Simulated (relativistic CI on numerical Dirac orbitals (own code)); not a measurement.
Energy levels of Tl LVII

Computed by Dirac-Coulomb-Breit CI, KLI orbitals optimised for each configuration, QED by a radiative potential, unscaled Slater integrals (own radial code, finite nucleus).

Configuration list (outside the closed core [Ne]): 3s2 3p6 3d7, 3s2 3p5 3d8, 3s2 3p4 3d9, 3s 3p6 3d8, 3p6 3d9, 3s 3p5 3d9, 3s2 3p6 3d6 4s, 3s2 3p6 3d6 4p, 3s2 3p4 3d8 4s, 3s2 3p6 3d6 4d, 3s2 3p4 3d8 4p, 3s2 3p5 3d7 4s, 3s2 3p6 3d6 4f, 3s2 3p5 3d7 4p, 3s2 3p6 3d5 4s2, 3s 3p6 3d7 4s. Levels of other configurations are missing.

The lowest level is 3s2 3p6 3d7 4F_9/2, with 56 % of that term; Hund's rules for 3s2 3p6 3d7 give 4F with J = 9/2, in agreement.

```tsv
No.	Configuration	Term	J	E (10³ cm⁻¹)	%	Next component (%)	Landé g	jj configuration (%)
1	3s2 3p6 3d7	4F	9/2	0.0	56	38 2G	1.209	3d5/2^3 (99)
2	3s2 3p6 3d7	2P	3/2	117.3	49	28 2D	1.201	3d5/2^3 (99)
3	3s2 3p6 3d7	2D	5/2	185.9	52	22 4P	1.207	3d5/2^3 (98)
4	3s2 3p6 3d7	4F	7/2	828.7	83	16 2G	1.169	3d3/2^3 3d5/2^4 (99)
5	3s2 3p6 3d7	4F	9/2	888.1	38	37 2H	1.108	3d3/2^3 3d5/2^4 (99)
6	3s2 3p6 3d7	4P	3/2	920.9	37	31 2D	1.027	3d3/2^3 3d5/2^4 (100)
7	3s2 3p6 3d7	4P	5/2	942.7	56	21 2D	1.368	3d3/2^3 3d5/2^4 (99)
8	3s2 3p6 3d7	2P	1/2	951.2	51	49 4P	1.640	3d3/2^3 3d5/2^4 (100)
9	3s2 3p6 3d7	2H	11/2	964.7	100		1.077	3d3/2^3 3d5/2^4 (100)
10	3s2 3p6 3d7	2F	7/2	1032.8	58	39 2G	1.033	3d3/2^3 3d5/2^4 (99)
11	3s2 3p6 3d7	2F	5/2	1070.9	60	31 2D	1.006	3d3/2^3 3d5/2^4 (99)
12	3s2 3p6 3d7	2D	3/2	1240.7	89	6 2P	0.807	3d3/2^3 3d5/2^4 (99)
13	3s2 3p6 3d7	4F	5/2	1721.0	66	29 2D	1.082	3d3/2^2 3d5/2^5 (99)
14	3s2 3p6 3d7	4P	3/2	1760.9	38	36 4F	1.135	3d3/2^2 3d5/2^5 (99)
15	3s2 3p6 3d7	2H	9/2	1801.3	57	37 2G	0.995	3d3/2^2 3d5/2^5 (100)
16	3s2 3p6 3d7	4P	1/2	1811.4	51	49 2P	1.671	3d3/2^2 3d5/2^5 (100)
17	3s2 3p6 3d7	2G	7/2	1826.7	45	41 2F	1.026	3d3/2^2 3d5/2^5 (98)
18	3s2 3p6 3d7	2D	5/2	2057.1	66	22 2F	1.154	3d3/2^2 3d5/2^5 (99)
19	3s2 3p6 3d7	2D	3/2	2671.0	51	27 4F	0.825	3d3/2 3d5/2^6 (99)
20	3s2 3p5 3d8	4G°	11/2	3949.8	89	11 2H°	1.239	3p3/2^3 3d5/2^4 (98)
21	3s2 3p5 3d8	2D°	5/2	4058.3	56	18 2F°	1.189	3p3/2^3 3d5/2^4 (99)
22	3s2 3p5 3d8	2F°	7/2	4070.0	54	38 4D°	1.223	3p3/2^3 3d5/2^4 (99)
23	3s2 3p5 3d8	4F°	9/2	4127.0	57	36 2G°	1.215	3p3/2^3 3d5/2^4 (99)
24	3s2 3p5 3d8	2P°	1/2	4236.8	51	32 2S°	1.211	3p3/2^3 3d5/2^4 (98)
25	3s2 3p5 3d8	4D°	7/2	4361.5	46	38 2F°	1.249	3p3/2^3 3d5/2^4 (96)
26	3s2 3p5 3d8	2P°	3/2	4367.9	56	16 4D°	1.256	3p3/2^3 3d5/2^4 (98)
27	3s2 3p5 3d8	2D°	5/2	4386.0	56	15 2F°	1.177	3p3/2^3 3d5/2^4 (98)
28	3s2 3p5 3d8	2P°	3/2	4463.7	42	26 2D°	1.266	3p3/2^3 3d5/2^4 (96)
29	3s2 3p5 3d8	4G°	9/2	4855.0	65	23 2G°	1.150	3p3/2^3 3d3/2^3 3d5/2^5 (99)
30	3s2 3p5 3d8	4F°	7/2	4906.7	33	32 4D°	1.223	3p3/2^3 3d3/2^3 3d5/2^5 (99)
31	3s2 3p5 3d8	4P°	5/2	5011.3	50	22 4D°	1.339	3p3/2^3 3d3/2^3 3d5/2^5 (99)
32	3s2 3p5 3d8	4D°	5/2	5017.7	47	34 2F°	1.119	3p3/2^3 3d3/2^3 3d5/2^5 (99)
33	3s2 3p5 3d8	2D°	3/2	5018.6	47	34 4D°	1.003	3p3/2^3 3d3/2^3 3d5/2^5 (98)
34	3s2 3p5 3d8	2S°	1/2	5030.7	34	23 2P°	1.361	3p3/2^3 3d3/2^3 3d5/2^5 (99)
35	3s2 3p5 3d8	2H°	11/2	5048.6	89	11 4G°	1.096	3p3/2^3 3d3/2^3 3d5/2^5 (98)
36	3s2 3p5 3d8	2G°	7/2	5081.7	52	36 2F°	1.027	3p3/2^3 3d3/2^3 3d5/2^5 (99)
37	3s2 3p5 3d8	4D°	5/2	5152.4	39	28 2D°	1.173	3p3/2^3 3d3/2^3 3d5/2^5 (95)
38	3s2 3p5 3d8	2G°	7/2	5200.3	34	27 2F°	1.106	3p3/2^3 3d3/2^3 3d5/2^5 (94)
39	3s2 3p5 3d8	4S°	3/2	5207.9	43	21 2P°	1.509	3p3/2^3 3d3/2^3 3d5/2^5 (97)
40	3s2 3p5 3d8	2G°	9/2	5220.9	61	20 2H°	1.086	3p3/2^3 3d3/2^3 3d5/2^5 (99)
41	3s2 3p5 3d8	2D°	3/2	5311.3	54	15 4P°	0.969	3p3/2^3 3d3/2^3 3d5/2^5 (96)
42	3s2 3p5 3d8	2P°	1/2	5335.7	60	31 4D°	0.625	3p3/2^3 3d3/2^3 3d5/2^5 (96)
43	3s2 3p5 3d8	2F°	5/2	5337.6	75	16 2D°	0.932	3p3/2^3 3d3/2^3 3d5/2^5 (99)
44	3s2 3p5 3d8	4D°	3/2	5879.7	30	25 4F°	0.964	3p3/2^3 3d3/2^2 3d5/2^6 (99)
45	3s2 3p5 3d8	2G°	7/2	5957.1	37	30 4G°	0.998	3p3/2^3 3d3/2^2 3d5/2^6 (96)
```

Energies count from the lowest computed level; ° marks odd parity. Filled j subshells are mostly left out of the jj labels.

The mean weight of the leading LS term, summed over parents, in these 45 levels is 55 %, and that of the leading jj configuration (from the same eigenvectors) 98 %, so jj coupling describes them better and the LS labels are nominal.

At this charge energies of transitions that change n are usually good to better than 1 %, and those within a shell (Δn = 0) to a few per cent.

LS names give the leading component of a level, which can be under half, so a name can repeat, a term be missing and a line seem to break the LS rules.
